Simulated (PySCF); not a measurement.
**Manganese: a sound run and one with changed settings**

Sound run: Mn [Ar] 3d5 4s2, Mn⁺ [Ar] 3d5 4s1. All numbers are calculated (PySCF 2.14, no relativity, point nucleus, in def2-SVP (5s3p2d1f, 31 functions)). In the sound run the correlated levels freeze [Ar]. The sound run starts from symmetry-adapted Hartree-Fock orbitals and uses a fine grid where one is needed.

Changed run: scalar relativity by spin-free X2C-1e. This setting is unsound on purpose.

```json
{"species": "Mn", "method": "UHF", "sound run (hartree)": "-1149.69728", "changed run (hartree)": "-1155.95739", "converged": "yes"}
{"species": "Mn", "method": "B3LYP", "sound run (hartree)": "-1150.84724", "changed run (hartree)": "-1157.10763", "converged": "yes"}
{"species": "Mn", "method": "LDA", "sound run (hartree)": "-1148.43670", "changed run (hartree)": "-1154.69684", "converged": "yes"}
{"species": "Mn", "method": "MP2", "sound run (hartree)": "-1149.76876", "changed run (hartree)": "-1156.02915", "converged": "yes"}
{"species": "Mn⁺", "method": "UHF", "sound run (hartree)": "-1149.47846", "changed run (hartree)": "-1155.73617", "converged": "yes"}
{"species": "Mn⁺", "method": "B3LYP", "sound run (hartree)": "-1150.57243", "changed run (hartree)": "-1156.82954", "converged": "yes"}
{"species": "Mn⁺", "method": "LDA", "sound run (hartree)": "-1148.16289", "changed run (hartree)": "-1154.41961", "converged": "yes"}
{"species": "Mn⁺", "method": "MP2", "sound run (hartree)": "-1149.52611", "changed run (hartree)": "-1155.78380", "converged": "yes"}
```

Ionisation energy of Mn:

```tsv
method	sound run (eV)	changed run (eV)
UHF	5.954	6.020
B3LYP	7.478	7.567
LDA	7.451	7.544
MP2	6.603	6.676
SCS-MP2	6.723	6.797
```

Most of the change in total energy is the relativistic energy itself. On top of that the contraction fixes the core shape for the Hamiltonian it was made with, so the changed run is not a good calculation with the other Hamiltonian either.

For comparison, NIST gives 7.434 eV between the lowest levels.
